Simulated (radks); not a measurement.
Sm, configuration [Xe] 4f6 6s2.

All-electron calculation, Dirac Kohn-Sham, Slater X-alpha with alpha = 0.781, spin-unpolarised, spherical densities, finite nucleus; open shells are shared between the two j in proportion to 2j + 1; Fermi nuclear charge, rms radius 5.0819 fm. Program: a radial shooting solver on a logarithmic mesh with Libxc functionals.

Energy parts (eV):
| part | energy |
|---|---|
| total | -284597.79 |
| kinetic | 308607.65 |
| electron-nucleus | -696961.35 |
| Hartree | 110887.79 |
| exchange | -7131.88 |

Orbitals (lengths in bohr, moments of r in powers of bohr; r(max) is where P^2 peaks; r(90%) holds 90 % of the orbital's charge):
orbital     occ.  eigenvalue (eV)  r(90%)      <r^4>   r(max)
1s1/2          2        -46680.14  0.0411  1.317e-06  0.01449
2s1/2          2        -7639.718   0.150  0.0002107  0.08228
2p1/2          2        -7249.627   0.133  0.0001307  0.06228
2p3/2          4        -6644.493   0.142  0.0001686  0.06792
3s1/2          2        -1676.755   0.374   0.008288   0.2336
3p1/2          2        -1507.539   0.366   0.007566   0.2205
3p3/2          4        -1384.744   0.384   0.009159   0.2325
3d3/2          4        -1089.310   0.356   0.006712   0.1851
3d5/2          6        -1062.532   0.361   0.007123   0.1885
4s1/2          2        -333.4907   0.831     0.2072   0.5385
4p1/2          2        -268.3208   0.861     0.2376   0.5438
4p3/2          4        -241.1982   0.903     0.2876   0.5696
4d3/2          4        -133.4191   0.995     0.4224   0.5803
4d5/2          6        -128.5513    1.01     0.4495   0.5888
5s1/2          2         -43.6729    2.02      7.329    1.254
5p1/2          2         -26.0618    2.33      12.81    1.372
5p3/2          4         -22.4306    2.48      16.45    1.449
4f5/2    2.57143          -3.8206    1.70      6.091   0.6045
6s1/2          2          -3.3984    6.31      679.0    3.586
4f7/2    3.42857          -3.2510    1.74      6.993   0.6097

The highest occupied level is 4f7/2 at -3.251 eV. The electron density at the nucleus is 5.321e+05 e/bohr^3. The density falls to 0.001 e/bohr^3 at r = 5.23 bohr. Summed over all electrons, <r^2> = 82.04 bohr^2, which gives a Langevin (diamagnetic) susceptibility term of -65 x 10^-6 cm^3/mol. For comparison, the ionisation energy in NIST's Atomic Spectra Database is 5.644 eV (measured). In exact Kohn-Sham theory the highest level is minus the ionisation energy, but local and semilocal functionals leave it too shallow, through self-interaction and a potential that decays too fast; potentials with the right tail come closer.

Beside tabulated values, note that spin-unpolarised runs miss the spin-polarisation part of the exchange energy of open shells.
